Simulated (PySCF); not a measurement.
A PySCF script (with the pyscf-properties extension) for the NMR shieldings of `InChI=1S/C6H5.Al.2H/c1-2-6-4-3-5-6;;;/h1,3-6H;;;`, on a GFN2-xTB geometry:

```python
import basis_set_exchange as bse
import numpy as np
from pyscf import gto, dft
from pyscf.prop import nmr

atoms = """
C     1.523572    1.546805   -0.212570
C     1.299303    0.574007    0.483280
C     0.627515   -0.505129    1.141858
C     0.426765   -1.736545    0.293987
C    -0.889766   -1.571986    0.192399
C    -0.942108   -0.283656    0.962866
Al   -0.898125    1.372309   -0.223069
H     2.075231    2.292723   -0.716713
H     0.976540   -0.667333    2.161038
H     1.144814   -2.438084   -0.090715
H    -1.668545   -2.144443   -0.281364
H    -1.485063   -0.367109    1.912141
H    -1.003129    1.164704   -1.757104
H    -1.187683    2.763264    0.391824
"""
names = dict.fromkeys(["C", "Al", "H"], "pcSseg-1")
basis = {el: gto.basis.parse(bse.get_basis(n, elements=[el], fmt="nwchem")) for el, n in names.items()}
mol = gto.M(atom=atoms, basis=basis, charge=0, verbose=0)
mf = dft.RKS(mol, xc="PBE0")
mf.grids.level = 2
mf.grids.alignment = dft.numint.BLKSIZE   # the property module wants whole blocks of grid points
mf.conv_tol = 1e-9
mf.kernel()

calc = nmr.RKS(mf)   # GIAO
C = mf.mo_coeff
Co = C[:, mf.mo_occ > 0]
resp = mf.gen_response(singlet=True, hermi=2)
def vind(x):   # induced exchange potential for any number of trial vectors
    d = np.einsum("pi,xij,qj->xpq", C, 2 * x.reshape(-1, C.shape[1], Co.shape[1]), Co, optimize=True)
    return np.einsum("xpq,pi,qj->xij", resp(d - d.transpose(0, 2, 1)), C, Co, optimize=True).ravel()
mo1, _ = nmr.rhf.solve_mo1(calc, with_cphf=vind)
sigma = calc.kernel(mo1)
for i, s in enumerate(sigma):   # ppm
    print("%2d %-2s %9.2f" % (i, mol.atom_pure_symbol(i), np.trace(s) / 3))
```

**Question.** What does it print?

**Answer.** 
```
 0 C     109.30
 1 C      79.21
 2 C     155.52
 3 C      52.55
 4 C      25.04
 5 C     159.23
 6 Al    396.81
 7 H      29.01
 8 H      28.17
 9 H      25.64
10 H      24.72
11 H      29.13
12 H      27.17
13 H      26.95
```

These numbers come from an equivalent density-fitted implementation of the same equations, which agrees with the script to about 0.01 ppm for H and up to a few tenths of a ppm for heavy atoms, so last digits may differ.

Size and cost of the density-fitted run: 161 basis functions, 46 s wall time on 1 thread of an Arm Neoverse N1, shared host; peak memory 0.74 GiB.
